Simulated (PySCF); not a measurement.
Si(H)(Cl)(Br)(vinyl) (C2H4BrClSi), SMILES C([SiH](Cl)Br)=C. Coordinates come from a PBE-D3(BJ)/def2-SVP optimisation. Other conformers were not sampled.

Computed equilibrium geometry at PBE-D3(BJ)/def2-SVP (PySCF confirms it by a frequency run) as Cartesian coordinates in Å (one conformer of several):
```xyz
9

Si    -0.0964    -0.1882    -0.8311
Cl     0.8374     1.5216    -1.5617
Br     0.6605    -0.6518     1.2243
C     -1.9371     0.1002    -0.7837
C     -2.7026     0.0007     0.3200
H      0.3045    -1.3181    -1.7270
H     -2.4099     0.3764    -1.7455
H     -2.2693    -0.2646     1.2999
H     -3.7904     0.1826     0.2905
```
